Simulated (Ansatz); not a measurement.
The same path of C2H7FGeO (12 atoms, charge 0, multiplicity 1) was run twice with different band settings. The coordinate that changes most is the dihedral H6–C1–O2–C3.

These are results of RKS PBE0/def2-SVP (Ansatz), not measurements.

Relaxed end points:

```xyz
12
Properties=species:S:1:pos:R:3
C -1.780 0.067 0.981
O -0.687 0.507 0.208
C 0.246 -0.451 -0.069
F -0.275 -1.415 -0.918
Ge 1.775 0.425 -0.975
H -1.441 -0.358 1.944
H -2.371 -0.694 0.445
H -2.414 0.941 1.180
H 0.549 -0.996 0.851
H 2.417 1.445 -0.020
H 2.806 -0.651 -1.356
H 1.253 1.125 -2.237
```

```xyz
12
Properties=species:S:1:pos:R:3
C -1.820 0.040 0.906
O -0.756 0.443 0.074
C 0.300 -0.422 0.033
F -0.057 -1.604 -0.598
Ge 1.754 0.433 -1.007
H -2.273 -0.900 0.550
H -2.576 0.837 0.881
H -1.479 -0.100 1.949
H 0.621 -0.715 1.055
H 2.220 1.710 -0.287
H 2.927 -0.555 -1.120
H 1.215 0.777 -2.403
```

Common settings: spring 5.0 eV/Å²; optimiser quadratic models (default); start path through a guess of the saddle point; force threshold 0.03 eV/Å; iteration limit 60; end points relaxed.

| run | movable images | climbing image |
| --- | --- | --- |
| 1 | 5 | yes |
| 2 | 4 | no |

Problem. What does each run give, and how far can it be trusted?

Solution. Run 1: converged after 13 iterations, highest image 0.068 eV above the first end. A vibrational analysis at the climbing image gives one clearly imaginary mode, 176i cm⁻¹: a first-order saddle point.
Run 2: converged after 16 iterations, highest image 0.059 eV above the first end. No image climbed, so the highest image needn't sit at the top of the path.
